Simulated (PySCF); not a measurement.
C4H10ClNSi.
Z-matrix (Å and degrees, GFN2-xTB geometry), rows numbered from 1:
```
Cl
Si  1  2.0131
N   2  1.7048  1  107.01
C   3  1.4558  2  127.06  1   -21.31
C   4  1.5246  3  104.27  2   171.48
C   5  1.5259  4  101.85  3    35.71
C   3  1.4545  2  122.10  1   169.48
H   2  1.4621  1  109.08  3   117.90
H   2  1.4693  1  106.69  3  -122.66
H   4  1.0979  3  110.89  2   -70.16
H   4  1.0908  3  110.51  2    49.83
H   5  1.0880  4  112.44  3   157.07
H   5  1.0905  4  110.12  3   -81.10
H   6  1.0882  5  113.22  4  -160.42
H   6  1.0911  5  109.87  4    77.70
H   7  1.0929  3  111.11  2    41.99
H   7  1.0970  3  109.61  2   -77.03
```

Probes without a nucleus sit at each ring's centroid and 1 Å off its mean plane on both sides; NICS is minus the shielding there, NICSzz its component along the normal. Level: GIAO PBE0/pcSseg-1 (PySCF, non-relativistic, gas phase) on the GFN2-xTB geometry, one conformer.

Ring bond lengths (Å), with Mayer bond orders in brackets: N3–C4 1.456 (0.90), C4–C5 1.525 (1.02), C5–C6 1.526 (1.04), C6–C7 1.527 (1.03), C7–N3 1.454 (0.91).

Question: Give the NICS values of each ring in ppm.

Answer: 
| ring | type | NICS(0) | NICS(1), two faces | NICS(1)zz, two faces | rms pucker (Å) | centre to ring atoms, mean (Å) |
| --- | --- | --- | --- | --- | --- | --- |
| N3–C4–C5–C6–C7 | 5-membered ring with N; formal bonds all single | -7.3 | -3.5 / -3.5 | -4.7 / -4.6 | 0.18 | 1.25 |

Question: What do they say, and how far can they be read as aromaticity?

Answer: 
- N3–C4–C5–C6–C7: mean NICS(1)zz -4.7 ppm, shielded. C4, C5, C6, C7 have four or more neighbours; no verdict on aromaticity is drawn.

Question: What field does 11.7 T along the ring normal induce along that normal at the second NICS(1) probe listed for ring N3–C4–C5–C6–C7, 1 Å off the ring?

Answer: NICSzz × B0 = -4.6 ppm × 11.7 T = -54 μT, against the applied field.
